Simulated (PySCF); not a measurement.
C₂H₁₂N₄Si₃.
Z-matrix (Å and degrees, PBE0-D3(BJ)/def2-SVP geometry), rows numbered from 1:
```
C 
N   1  1.4349
C   2  1.2711  1  119.90
Si  3  1.8928  2  117.16  1   179.86
N   4  1.7336  3  104.39  2    -1.98
Si  5  1.7275  4  121.65  3   160.23
N   6  1.7487  5  104.38  4    -3.84
Si  7  1.7424  6  129.03  5   -43.77
N   8  1.7372  7  104.79  6    41.53
H   1  1.1083  2  113.83  3    -0.28
H   1  1.1022  2  109.23  3   121.83
H   1  1.1023  2  109.27  3  -122.39
H   3  1.1151  2  120.33  1     0.29
H   4  1.4927  3  109.86  2  -122.50
H   5  1.0207  4  112.04  3     1.24
H   6  1.4988  5  109.51  4  -126.93
H   6  1.4974  5  115.74  4   111.91
H   7  1.0155  6  115.63  5   136.44
H   8  1.4976  7  106.02  6   164.17
H   8  1.4991  7  115.48  6   -77.44
H   9  1.0149  4  118.03  3     0.91
```

Computed, not measured: PySCF, TDDFT wB97X-D/def2-SVPD, vertical, gas phase, core orbitals frozen in the response.

Kohn–Sham orbitals with the atoms that hold most of them (Löwdin shares over 4%, at most four atoms; ? is withheld):

```json
{"orbital": "LUMO+2", "ε (eV)": "2.23", "atoms": "C1 14%, Si8 13%, Si4 13%, C3 10%"}
{"orbital": "LUMO+1", "ε (eV)": "2.02", "atoms": "Si8 24%, Si6 21%, H18 13%, N7 9%"}
{"orbital": "LUMO", "ε (eV)": "0.85", "atoms": "?"}
{"orbital": "HOMO", "ε (eV)": "?", "atoms": "N5 40%, N9 22%, Si6 9%, H17 5%"}
{"orbital": "HOMO-1", "ε (eV)": "-9.06", "atoms": "?"}
{"orbital": "HOMO-2", "ε (eV)": "-9.30", "atoms": "N2 30%, N7 11%, C3 9%, N9 9%"}
{"orbital": "HOMO-3", "ε (eV)": "-9.89", "atoms": "N7 32%, N9 19%, N5 15%, Si4 7%"}
```

(1) Give the leading atoms of the HOMO-1.

(2) Give the leading atoms of the LUMO.

(3) What is the HOMO energy, and the HOMO–LUMO gap?

## Answers

(1) N2 (bonded to 2 C) 19%; N7 (bonded to 2 Si and H) 14%; N9 (bonded to 2 Si and H) 10%; Si4 (bonded to C, 2 N and H) 7%. By element: nitrogen 44% or more, silicon 7% or more.

(2) N2 (bonded to 2 C) 34%; C3 (bonded to N, Si and H) 32%; Si4 (bonded to C, 2 N and H) 11%; H13 (bonded to C) 6%.

(3) ε(HOMO) = -8.99 eV; the gap is 9.84 eV (0.3616 hartree).

The HOMO–LUMO gap is 9.84 eV. Where does the response calculation put the lowest singlet, and from which orbitals?

S1 is at 4.49 eV (f = 0.0017), 5.35 eV below the gap, made of HOMO-2→LUMO (50%), HOMO-1→LUMO (43%). Its leading pair isn't HOMO and LUMO; the energies of that pair differ by 10.16 eV. 

Next come S2 at 5.87 eV (f 0.0059), HOMO→LUMO (93%); S3 at 6.20 eV (f 0.0015), HOMO-1→LUMO (36%), HOMO-3→LUMO (30%), HOMO-2→LUMO (23%); S4 at 6.70 eV (f 0.022), HOMO-1→LUMO+1 (47%), HOMO-2→LUMO+1 (25%), HOMO-3→LUMO+1 (9%); S5 at 6.85 eV (f 0.0078), HOMO→LUMO+1 (57%), HOMO→LUMO+4 (9%).

Time: 15 min; peak memory 1.5 GiB. Hardware: one thread, AMD EPYC 7R43 (x86_64), shared host.

One conformer stands for the species.
